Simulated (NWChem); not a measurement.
Molecule: MoN$_{2}$H$_{3}$OF; SMILES [NH]=[Mo](=[O])([F])[NH2]

```xyz
8

Mo    -0.0488     0.0227     0.0208
O     -0.9158    -0.0782     1.4509
N     -1.0624    -0.2464    -1.3491
H     -2.0135    -0.4172    -1.6746
F      0.7657     1.6904    -0.1317
N      1.2569    -1.3822    -0.0252
H      1.7088    -1.7309     0.8171
H      1.4291    -1.9942    -0.8171
```
Atoms are numbered in this order, from 1.

All runs: NWChem. Structure relaxed at the PBE0/def2-SVP level. Not confirmed as a minimum by frequencies. def2 effective core potentials on Mo; no spin-orbit coupling. Total energies compare along this basis series because the functional is fixed.

| level | basis functions | energy (Ha) | highest occupied level (eV) | orbital gap (eV) | dipole (D) | relative time |
|---|---|---|---|---|---|---|
| PBE/def2-SVP | 102 | -354.2495 | -6.61 | 4.21 | 3.07 | 1 |
| PBE/def2-SVPD | 144 | -354.2756 | -6.89 | 4.14 | 3.07 | 3 |
| PBE/def2-TZVP | 182 | -354.6152 | -6.78 | 4.18 | 3.00 | 3 |
| PBE/def2-TZVPD | 221 | -354.6190 | -6.84 | 4.16 | 2.96 | 7 |
| PBE/def2-TZVPP | 222 | -354.6236 | -6.77 | 4.20 | 2.95 | 6 |

The last column is a rough cost ratio, cheapest run = 1.
